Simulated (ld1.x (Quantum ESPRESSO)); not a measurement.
**How hard is this aluminium (Al) RRKJ potential?**

```
Element                 : aluminium (Al)
Generator               : ld1.x (Quantum ESPRESSO) 7.5
Type                    : norm-conserving RRKJ (Kleinman–Bylander form)
Functional              : LDA (PZ)
Relativity              : non-relativistic
Frozen core             : [Ne]
Valence charge          : 3
Reference configuration : 3s1 3p0 (charge +2)
Partial waves           : 3p (bound, empty): rc 2.35 bohr; 3d channel at 0.3 Ry: rc 2.45 bohr; 3s (bound): rc 1.55 bohr
Local potential         : the s channel
Core correction         : a·sin(br)/r model core inside 0.80 bohr
```

The pseudo-atom Hamiltonian at the reference potential is diagonalised in spherical Bessel functions j_l(qr) that vanish at 20 bohr, with q² up to the cutoff. All-electron valence levels (Ry): 3p -1.2787, 3s -1.7560.

Problem. How do the lowest levels (Ry) of each channel move with the cutoff, and are there ghosts?

Solution.

| cutoff (Ry) | p #1 | d #1 | s #1 | s #2 | f #1 | Σ f·Δε (mRy) |
| --- | --- | --- | --- | --- | --- | --- |
| 8 | -1.2714 | -0.6878 | -1.7367 | -0.6332 | -0.2861 | 19.3 |
| 12 | -1.2742 | -0.7002 | -1.7437 | -0.6361 | -0.2861 | 12.3 |
| 18 | -1.2778 | -0.7067 | -1.7461 | -0.6367 | -0.2861 | 9.9 |
| 25 | -1.2786 | -0.7077 | -1.7513 | -0.6383 | -0.2861 | 4.7 |
| 30 | -1.2787 | -0.7078 | -1.7540 | -0.6392 | -0.2861 | 2.1 |
| 40 | -1.2787 | -0.7078 | -1.7549 | -0.6396 | -0.2861 | 1.1 |
| 50 | -1.2787 | -0.7078 | -1.7552 | -0.6397 | -0.2861 | 0.8 |
| 60 | -1.2787 | -0.7078 | -1.7557 | -0.6398 | -0.2861 | 0.3 |
| 400 | -1.2787 | -0.7078 | -1.7560 | -0.6399 | -0.2861 | 0.0 |

Result: no extra level below or beside the all-electron valence levels (p, d, s, f tested); 10 mRy is reached at 18 Ry and 1 mRy at 50 Ry.
